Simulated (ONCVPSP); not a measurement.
**Configuration tests for Mn (Z = 25) (ONCV)**

manganese (Mn), optimised norm-conserving Vanderbilt (ONCV), made with ONCVPSP 4.0.1 (LDA (Perdew-Wang 92), scalar-relativistic). Core [Ne], reference 3s2 3p6 3d5 4s2. Waves: 3s+4s: rc 1.55 bohr, ncon 4, nbas 8, qcut 9.6 1/bohr, 2 projectors; 3p: rc 1.35 bohr, ncon 4, nbas 9, qcut 12 1/bohr, 1 projector; 3d: rc 1.65 bohr, ncon 5, nbas 10, qcut 7.6 1/bohr, 1 projector; f scattering state at 0.1 Ha: rc 1.50 bohr, ncon 4, nbas 8, qcut 6.6 1/bohr, 1 projector. Local part: polynomial inside 1.25 bohr (lpopt 5, dvloc0 0 Ha). Core correction: Teter function, fcfact 4.5, rcfact 1.55.

Energies are relative to the spin-unpolarised reference configuration 3s2 3p6 3d5 4s2; without spin polarisation the order of configurations can differ from experiment.

**Question.** Give the all-electron excitation energy and the error of the potential for: 3s2 3p6 3d5 4s1; 3s2 3p6 3d5 4s0; 3s2 3p6 3d4 4s0; 3s2 3p5 3d5 4s2.

**Answer.**

```tsv
valence configuration	charge	ΔE all-electron (eV)	error AE − PS (meV)
3s2 3p6 3d5 4s1	+1	8.647	+0.6
3s2 3p6 3d5 4s0	+2	24.517	+4.0
3s2 3p6 3d4 4s0	+3	57.332	+5.8
3s2 3p5 3d5 4s2	+1	61.900	-244
```

Levels in the configuration 3s2 3p6 3d4 4s0:

```
level  all-electron (eV)  pseudo (eV)
   3s           -121.409     -121.514
   3p            -90.245      -90.310
   3d            -41.493      -41.381
```
